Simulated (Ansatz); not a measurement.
`[BH2][SbH][TeH]`, relaxed with RKS PBE0-D4/def2-TZVP in Ansatz from a PBE-D4/def2-SVP geometry. The force threshold is 0.005 eV/Å; the program also tests the step.

The species carries charge 0 and has multiplicity 1. Sb, Te takes the def2 core potential.

Start:

```xyz
7

B     0.715    1.407    0.161
Sb   -0.576   -0.031   -0.941
Te   -0.041   -2.223    0.710
H     1.842    1.090    0.485
H     0.322    2.546    0.318
H    -2.027    0.497   -0.153
H    -0.235   -3.286   -0.580
```

```json
{"step": "1", "energy (eV)": "-14571.8035", "largest force (eV/Å)": "0.477", "largest move (Å)": "0.000"}
{"step": "2 (rejected)", "energy (eV)": "-14571.6053", "largest force (eV/Å)": "1.710", "largest move (Å)": "0.190"}
{"step": "3", "energy (eV)": "-14571.8191", "largest force (eV/Å)": "0.344", "largest move (Å)": "0.061"}
{"step": "4", "energy (eV)": "-14571.8290", "largest force (eV/Å)": "0.166", "largest move (Å)": "0.075"}
{"step": "5", "energy (eV)": "-14571.8331", "largest force (eV/Å)": "0.055", "largest move (Å)": "0.038"}
{"step": "6 (rejected)", "energy (eV)": "-14571.8327", "largest force (eV/Å)": "0.048", "largest move (Å)": "0.096"}
{"step": "7", "energy (eV)": "-14571.8342", "largest force (eV/Å)": "0.026", "largest move (Å)": "0.048"}
{"step": "8", "energy (eV)": "-14571.8343", "largest force (eV/Å)": "0.011", "largest move (Å)": "0.026"}
{"step": "9", "energy (eV)": "-14571.8344", "largest force (eV/Å)": "0.004", "largest move (Å)": "0.010"}
```

End:

```xyz
7

B     0.713    1.395    0.160
Sb   -0.578   -0.030   -0.923
Te   -0.046   -2.186    0.700
H     1.818    1.072    0.468
H     0.339    2.516    0.327
H    -2.022    0.471   -0.164
H    -0.224   -3.239   -0.568
```

Hardware: 2 threads of an Arm Neoverse V2 on a shared host. Wall time 38 s, peak host memory 0.37 GiB.
